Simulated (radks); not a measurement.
The numbers below are computed, except where a source is named.
Q: Coherent X-ray form factor from a spherical all-electron density. Level of theory: scalar-relativistic Kohn-Sham, LB94 model potential, spin-polarised, spherical densities, finite nucleus; Fermi nuclear charge, rms radius of each element as measured or else 0.836 A^(1/3) + 0.57 fm (a radial shooting solver on a logarithmic mesh with Libxc functionals).

| sin(theta)/lambda (1/angstrom) | f0 (electrons) |
|---|---|
| 0.05 | 51.874 |
| 0.1 | 51.499 |
| 0.15 | 50.884 |
| 0.2 | 50.042 |
| 0.25 | 48.993 |
| 0.3 | 47.759 |
| 0.4 | 44.842 |
| 0.5 | 41.518 |
| 0.6 | 38.016 |
| 0.8 | 31.251 |
| 1 | 25.638 |
| 1.25 | 20.687 |
| 1.5 | 17.585 |
| 2 | 13.947 |

The species is in the configuration that NIST lists as its ground one. Which atom or ion scatters so?

A: The tungsten ion W22+, [Kr] 4d10 4f6. Extrapolating in s^2 from the first two rows gives f0(0) = 52.0, near the electron count 52; among species with that count, the fall with angle is slower the higher Z, and the table is that of Z = 74; from so few rows the species is fixed only to a neighbour or two.
